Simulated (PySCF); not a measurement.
# Zr¹⁷⁺: ionisation energy

Zr¹⁷⁺ [Ar] 3d5 [3d3/2^4 3d5/2^1, M_J = 5/2] → Zr¹⁸⁺ [Ar] 3d4 [3d3/2^4, M_J = 0], as a difference of total energies. Computed with PySCF 2.14 in an uncontracted even-tempered set (17 s from 1.7 bohr⁻², ratio 2.8; 12 p from 2.2 bohr⁻², ratio 2.8; 8 d from 2.2 bohr⁻², ratio 2.8; 4 f from 8.5 bohr⁻², ratio 3), with the two-component X2C-1e Hamiltonian. Correlated levels: [Ne] frozen; the 76 highest virtual spinors dropped. "Screened" scales the spin-orbit matrix elements by Boettger's factors to mimic the two-electron term; Breit and QED terms are absent.

```csv
method,ionisation energy (eV)
GHF (spin-free),692.83
GMP2 (spin-free),693.19
GHF (screened spin-orbit),691.23
GMP2 (screened spin-orbit),691.54
```

How much does correlation contribute at GMP2 (screened spin-orbit)?

691.54 − (691.23) = 0.31 eV, measured against GHF (screened spin-orbit).

Breit and QED terms and the two-electron picture change are absent.

The spin-free rows relax to the high-spin LS determinant and lack the spin-orbit shift.

The labels give the starting determinants; with spin-orbit coupling the two ends relaxed to ⟨J²⟩ = 8.75, ⟨L²⟩ = 0.08, ⟨S²⟩ = 8.57 and ⟨J²⟩ = 2.98, ⟨L²⟩ = 5.67, ⟨S²⟩ = 5.66.

The determinant of Zr¹⁸⁺ mixes levels of different J (the jj label is only the starting occupation), so the difference between spin-free and spin-orbit rows is not the physical spin-orbit shift.

For comparison: 690 ± 3 eV (theoretical estimate listed by NIST; NIST Atomic Spectra Database, ionization energies).
